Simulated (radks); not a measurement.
Values are calculated unless marked as measured or tabulated.
Polarisability of the silicon ion Si+, [Ne] 3s2 3p1, at imaginary frequency. Code: a radial shooting solver on a logarithmic mesh with Libxc functionals. Model: scalar-relativistic Kohn-Sham, LB94 model potential, spin-unpolarised, spherical densities, finite nucleus; Fermi nuclear charge, rms radius 3.1224 fm. Response by self-consistent Sternheimer equations with the Hartree and adiabatic LDA kernel, the relativistic mass of each level held fixed and spin-orbit coupling left out.

w (hartree)  alpha1(iw) (bohr^3)
0.00266                    17.98
0.0143                     17.96
0.0360                     17.81
0.0697                     17.36
0.118                      16.30
0.186                      14.34
0.280                      11.45
0.413                      8.116
0.605                      5.091
0.892                      2.872
1.35                       1.489
2.12                      0.7245
3.59                      0.3313
6.94                      0.1298
17.5                     0.02978

Static values: alpha1 = 17.98 bohr^3 (2.665 angstrom^3; uncoupled 29.63). C6 = 91.66, triple-dipole C9 = 1219 atomic units. One-pole (London) frequency 4 C6 / (3 alpha1^2) = 0.378 hartree, against 0.589 for minus the highest occupied eigenvalue.
